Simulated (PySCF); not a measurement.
A search over the determinants of HgO

Unrestricted PBE0; basis Hg def2-SVPD with ECP60, O def2-SVPD; scalar-relativistic core potentials; PySCF 2.14. Outer shells of the fragments: Hg 5d10 6s2; O 2s2 2p4.

Followed along the bond (rough minima from three points):

| 2Ms+1 | unpaired | ⟨S²⟩ at the start | R at minimum (Å) | Te (eV) |
| --- | --- | --- | --- | --- |
| 3 | σ ↑, π ↑ | 2.01 | 2.26 | 0.00 |
| 1 | σ ↓, π ↑ | 1.01 | 2.17 | 0.38 |
| 1 | none | 0.00 | 1.92 | 0.56 |

Solutions found at the starting distance of 1.975 Å, counted from the lowest of them; the search is not exhaustive and high or unbound solutions are not listed, so other states can lie among these:

| 2Ms+1 | unpaired | term | E (eV) | ⟨S²⟩ | ⟨Lz²⟩ | μ (D) |
| --- | --- | --- | --- | --- | --- | --- |
| 3 | σ ↑, π ↑ | ³Π | 0.00 | 2.01 | 1.01 | -1.91 |
| 1 | σ ↓, π ↑ | mixed | 0.30 | 1.01 | 1.01 | -2.18 |
| 1 | none | ¹Σ⁺ | 0.33 | 0.00 | 0.00 | -5.19 |
| 3 | π ↑↑ | ³Σ⁻ | 2.31 | 2.01 | 0.00 | 2.07 |
| 3 | σ ↑↑ | ³Σ⁺ | 2.37 | 2.01 | 0.00 | -4.07 |
| 1 | π ↑↓ | mixed | 2.98 | 1.00 | 2.01 | 1.87 |
| 1 | none | mixed | 4.76 | 0.00 | 2.00 | 1.23 |
| 3 | π ↑↑ | mixed | 4.96 | 2.01 | 2.01 | -2.30 |
| 1 | π ↑↓ | mixed | 5.01 | 1.15 | 2.01 | -1.91 |
| 3 | π ↑↑ | mixed | 5.11 | 2.01 | 2.01 | -2.22 |

A term symbol is given only where ⟨S²⟩ and ⟨Lz²⟩ are close to those of a pure state; real π, δ and φ orbitals otherwise mix terms. A positive dipole means Hg(−)O(+).

Q: Compare the gap between the two lowest followed solutions at the starting distance with the gap between their minima.

A: At PBE0 the second solution (Ms = 0 of mixed spin, unpaired electrons σ ↓, π ↑) lies +0.30 eV from the first (triplet, unpaired electrons σ ↑, π ↑) at 1.975 Å and +0.38 eV at the minima; the two curves relax by different amounts, since their minima lie near 2.17 and 2.26 Å.

Spin–orbit coupling is left out. Counting both spins, an empty level lies below a filled one in some of these solutions, because spin and occupation are held.
